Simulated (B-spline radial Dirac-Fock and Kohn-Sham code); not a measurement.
# Conversion-electron coefficients: Ti, 100 keV

Z = 22 (titanium), transition energy 100 keV. Level of theory: a Dirac-Hartree-Slater potential of the neutral atom with a Latter tail (no hole, which puts coefficients of high multipoles low close above an edge), finite nucleus with surface currents; an atomic code on a B-spline grid. Subshells that would emit electrons below 1 keV are left out.

| subshell | electron energy (keV) | E2 | E3 | M1 | M4 | M5 |
| --- | --- | --- | --- | --- | --- | --- |
| K | 95.03 | 0.311 | 3.11 | 0.0172 | 18.5 | 189 |
| L1 | 99.44 | 0.0264 | 0.260 | 0.00154 | 1.90 | 20.3 |
| L2 | 99.54 | 0.00147 | 0.0428 | 3.77e-05 | 0.230 | 3.36 |
| L3 | 99.55 | 0.00227 | 0.0606 | 1.86e-05 | 0.432 | 8.08 |
| M1 | 99.93 | 0.00366 | 0.0360 | 0.000214 | 0.268 | 2.89 |
| M2 | 99.96 | 0.000192 | 0.00559 | 4.92e-06 | 0.0301 | 0.441 |
| M3 | 99.96 | 0.000295 | 0.00791 | 2.42e-06 | 0.0571 | 1.07 |
| M4 | 99.99 | 2.17e-08 | 7.84e-07 | 4.81e-10 | 2.16e-05 | 0.000555 |
| M5 | 99.99 | 2.90e-08 | 1.01e-06 | 4.72e-10 | 1.17e-05 | 0.000448 |
| total |  | 0.346 | 3.53 | 0.0190 | 21.4 | 226 |

Problem. For a pure E3 transition, what fraction of decays emits a photon?

Solution. 1/(1 + α) = 0.221 with the total α = 3.53; the total includes the outer subshells that are not listed.

Values without a named source are computed, but for edge energies of neutral atoms, which are taken from tables.
